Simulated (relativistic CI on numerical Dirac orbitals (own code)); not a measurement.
# L2,3 absorption of copper in several valence states

Computed multiplet spectra 2p⁶3dⁿ → 2p⁵3dⁿ⁺¹ (Dirac-Coulomb-Breit ions, Slater integrals scaled by 0.7, an assumed crystal field that grows with the charge, no charge transfer; 300 K; Lorentzian 0.4 eV and Gaussian 0.3 eV FWHM at both edges, so that L2 comes out sharper than in experiment). Peaks over 5 % are given in eV from the highest peak in the L3 region of each spectrum (height, largest 100). S of the lowest state is read from ⟨S²⟩, and the branching ratio is the share of L3, cut at the minimum between the edges.

Field parameters in Wybourne normalisation: Td as Oh with Dq negative (B⁴₀ = 21Dq, B⁴₄ = √(5/14) B⁴₀). The field is a parameter set, without covalency.

- Cu2+ (d9, Td, 10Dq = -5450 cm⁻¹): S = 0.50, branching ratio 0.99; peaks 0.0 (100)
- Cu4+ (d7, Td, 10Dq = -8600 cm⁻¹): S = 1.50, high spin, branching ratio 0.76; peaks 0.0 (100), 0.6 (85), 1.3 (65), 1.6 (63), 2.4 (30), 3.3 (20), 5.0 (9), 20.8 (28), 21.4 (48), 23.9 (9), 24.7 (6)

What spin state follows for Cu3+ in Td, 10Dq = -7050 cm⁻¹, and does its branching ratio lie nearer 2/3 or nearer 0.8?

Cu3+ (d8, Td, 10Dq = -7050 cm⁻¹): S = 1.00, branching ratio 0.92; peaks 0.0 (100), 0.6 (74), 2.6 (16), 3.4 (6), 21.9 (13). High-spin states, above all those with an unquenched orbital moment, raise the ratio above the statistical 2/3; low spin and nearly empty shells keep it near or below 2/3.

The centroid of the whole edge, which also moves with the branching ratio, lies at 931.6 (Cu2+), 936.1 (Cu3+), 943.1 (Cu4+) eV in this ionic model, in steps of 4.5 to 7.0 eV. Compounds show about 1 to 2 eV a unit and lower energies for the high valences, since ligands screen the charge. The multiplet shape follows the d count and the spin state, and so serves as a fingerprint of valence. For d9 in this field spin-orbit coupling puts the hole into a state that the L2 transition cannot reach; a distortion restores L2.
